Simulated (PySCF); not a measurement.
CH8N2O2Si.

```xyz
14

C      2.3422     0.1085     0.5947
N      1.0691     0.7550     0.3435
Si    -0.3917    -0.0137    -0.1056
N     -1.3332     1.2157    -0.8606
O     -1.3634    -0.6924     1.0783
O      0.0601    -1.3498    -0.9919
H      2.6079     0.0645     1.6690
H      2.2993    -0.9237     0.2183
H      3.1726     0.6133     0.0678
H      1.0347     1.7405     0.5809
H     -0.9242     1.7583    -1.6153
H     -2.3214     1.0533    -1.0284
H     -1.7228    -0.0779     1.7278
H     -0.4419    -2.1456    -0.7810
```

Coordinates come from a B3LYP-D3(BJ)/def2-SVP optimisation. This is a generated structure with no PubChem entry under its InChIKey; it may be hypothetical. The values are those of a single conformer.

Computed with HF/pcSseg-1 run with PySCF. Non-relativistic, no solvent.

Computed absolute GIAO shielding of each atom: isotropic value and principal components (ppm):
| atom | σ(iso) | σ11 | σ22 | σ33 | span |
|---|---|---|---|---|---|
| C1 | 163.6 | 143.0 | 157.1 | 190.6 | 47.7 |
| N2 | 249.6 | 218.5 | 247.2 | 283.2 | 64.7 |
| Si3 | 446.3 | 424.6 | 431.4 | 483.0 | 58.4 |
| N4 | 247.8 | 216.0 | 251.9 | 275.3 | 59.2 |
| O5 | 294.7 | 270.9 | 282.5 | 330.6 | 59.7 |
| O6 | 303.7 | 271.2 | 309.3 | 330.5 | 59.3 |
| H7 | 29.3 | 23.7 | 27.0 | 37.2 | 13.5 |
| H8 | 28.7 | 23.3 | 29.1 | 33.8 | 10.5 |
| H9 | 29.2 | 23.8 | 26.8 | 37.1 | 13.3 |
| H10 | 31.6 | 21.8 | 30.7 | 42.4 | 20.6 |
| H11 | 31.0 | 23.5 | 27.1 | 42.4 | 18.9 |
| H12 | 31.2 | 23.7 | 26.6 | 43.2 | 19.5 |
| H13 | 30.1 | 22.1 | 24.1 | 44.2 | 22.1 |
| H14 | 29.8 | 20.9 | 24.5 | 43.9 | 23.0 |
